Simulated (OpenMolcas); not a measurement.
A calculation on Br II.

```yaml
Program: OpenMolcas
Method: CASSCF
Basis: ANO-RCC-VTZP [6s5p3d1f]
Scalar_Hamiltonian: DKH2, point nucleus
Active_space: 6 electrons in 4 orbitals (4s 4p)
State_averaging: 2S+1 = 3 even, 3 roots; 2S+1 = 1 even, 6 roots
Spin-orbit_coupling: state interaction with AMFI integrals over the reference wave functions, term energies averaged over their components
```

(1) Which level of the active space comes out lowest?

(2) How high does 4s2 4p4 1D2 lie?

(3) How high does 4s2 4p4 1S0 lie?

(4) How high does 4s2 4p4 3P0 lie?

Measured values: NIST Handbook of Basic Atomic Spectroscopic Data.

## Answers

(1) 4s2 4p4 3P2, with 98 % of that term; it is also the measured ground level.

(2) 14460 cm-1 above the lowest level; measured 12089 cm-1 above the ground level, so the calculation is off by +20 %.

(3) 26732 cm-1 above the lowest level; measured 27867 cm-1 above the ground level, so the calculation is off by -4 %.

(4) 3558 cm-1 above the lowest level; measured 3837 cm-1 above the ground level, so the calculation is off by -7 %.

Without dynamic correlation excited terms often stand tens of per cent too high (terms of higher spin than the ground term too low), and those without a measured partner can miss by more than the paired ones. No level of 4s 4p5 was computed, though it lies in the active space. Computed and measured levels are paired by configuration, term and J; levels that our copy of the source lacks, or whose pairing is in doubt (as where it misses far off the trend of its configuration), stay unpaired and out of the deviations. Only configurations of the active space appear.
